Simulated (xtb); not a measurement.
H2BO3 (SMILES [O]B(O)O), doublet, at a GFN2-xTB geometry. Base run: xtb with GFN0-xTB.

xtb was given this input:
```
$ xtb mol.xyz --gfn 0 --uhf 1 --json

# file mol.xyz
6

O      1.34790420    -0.49857345     0.00923664
B      0.12623520    -0.04669287     0.00086504
O     -0.94645583    -0.91561202    -0.00145748
O     -0.12278728     1.31111211    -0.00586961
H     -1.81315905    -0.50618699    -0.00774958
H     -1.04730568     1.56423828    -0.01185202
```

Variants of this job, named by their change:

```csv
change,ΔE vs base (kJ/mol)
base,0.00
etemp = 3000,-36.9
etemp = 10,0.12
acc = 30,0.00
etemp = 10000,-188.9
etemp = 5000,-73.9
```
